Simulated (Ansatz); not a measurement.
`OB(O)O` + `C[Te][AsH]O` → `C[Te]B(O)O` + `O[AsH]O`  (redistribution)

Gas-phase electronic energies from Ansatz, PBE0-D4/def2-TZVP geometries. CBS: MP2 limit from def2 TZ/QZ plus the TZ coupled-cluster correction, frozen cores. This one scheme is used for every species. DFT in def2-TZVPP. Elements past krypton have def2 core potentials. For As, Te outer-core shells are correlated without core-valence functions, which leaves a few kJ/mol of doubt a bond. Scalar relativity is left out up to krypton. Each species was taken in one conformer, which may not be the lowest.

`OB(O)O`:

```xyz
7

O    -1.017   -0.090   -0.908
B     0.000    0.000    0.000
O    -0.278    0.256    1.313
O     1.294   -0.167   -0.405
H    -1.876    0.046   -0.504
H     0.516    0.295    1.850
H     1.360   -0.341   -1.346
```

`C[Te][AsH]O`:

```xyz
9

C    -0.457   -0.508   -1.411
Te    0.444   -1.745    0.091
As    0.176   -0.046    2.003
O     0.939    1.423    1.282
H    -1.532   -0.469   -1.253
H    -0.015    0.483   -1.341
H    -0.233   -0.951   -2.380
H    -1.201    0.404    1.527
H     1.880    1.410    1.481
```

`C[Te]B(O)O`:

Cartesian coordinates in Å:
```
C -0.380 0.601 -1.835
Te -1.575 -0.014 -0.167
B 0.112 -0.385 1.157
O -0.031 -0.823 2.440
O 1.360 -0.167 0.671
H -1.064 0.844 -2.645
H 0.276 -0.216 -2.122
H 0.200 1.476 -1.552
H -0.936 -0.958 2.727
H 2.039 -0.358 1.327
```

`O[AsH]O`:

Cartesian coordinates in Å:
```
O 0.841 -0.926 -0.702
As 0.348 0.667 -0.053
O -1.247 0.272 0.654
H 1.510 -1.311 -0.130
H -0.282 1.070 -1.379
H -1.170 0.227 1.611
```

| level | ΔE (kcal/mol) |
| --- | --- |
| PBE0-D4 | 35.5 |
| B2PLYP | 34.4 |
| SCS-MP2/def2-TZVPP | 32.4 |
| CCSD/def2-TZVPP | 33.6 |

Problem. What does CCSD(T)/CBS give? (Best estimate.)

Solution. Ansatz gave: +34.0 kcal/mol. The listed levels differ from it by 1.5, 0.4, -1.6, -0.4 kcal/mol.

Largest T1 diagnostic among the species: 0.013.

From PBE to PBE0 (25 % exact exchange), in def2-TZVPP and without D4, ΔE moves by +1.5 kcal/mol. In def2-TZVPP, CCSD(T) changes the Hartree–Fock value by −4.4 kcal/mol (the triples alone add −0.7 kcal/mol) and MP2 by −4.6 kcal/mol.
